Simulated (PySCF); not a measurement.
An unknown shows these calculated signals:

1H NMR (500 MHz, computed): δ 5.48 (m, 1H), 0.97 (s, 9H).

13C{1H} NMR (computed): δ 129.7 (CH), 39.2 (C), 25.1 (CH3).

One conformer, relativity neglected, isolated molecule, rapidly exchanging positions averaged. σ from GIAO-B97-2/pcSseg-2; geometry from PBE0-D3(BJ)/def2-TZVP; PySCF 2.14.0 with density-fitted response routines.

References, each an isolated molecule treated in the same way: 1H (σref 31.64), 13C (σref 185.38) vs TMS.

**Question.** Which of these does the molecule contain: a three-membered ring, a (CH3)2CH unit, an ester, a tert-butyl group?

**Answer.** 
- A three-membered ring: no.
- A (CH3)2CH unit: no.
- An ester: no.
- A tert-butyl group: yes (δC 25.1, 39.2; δH 0.97 (s)).

The data belong to (CH3)3CCHF2, C5H10F2; they needn't prove each group on their own.

Carbon signals by region: 1 in the sp2 and nitrile region (100–160 ppm), 2 below 50 ppm.

Splittings by 19F in the carbon and heteronuclear signals aren't shown, as no couplings were computed. Shifts are as computed. Against solution values, carbons near 30 ppm lie about +3 ppm off and those near 130 ppm about +7 ppm. Of 1309 compounds with measured shifts, 239 miss one by over three times the rms of a fit or turn the order of signals round; such compounds aren't used in these exercises. No couplings were computed; multiplicities are counted from neighbouring protons, with m where these are inequivalent, close in shift, in a saturated or five-membered ring or joined by F or P, and br s for small geminal =CH2 splittings.
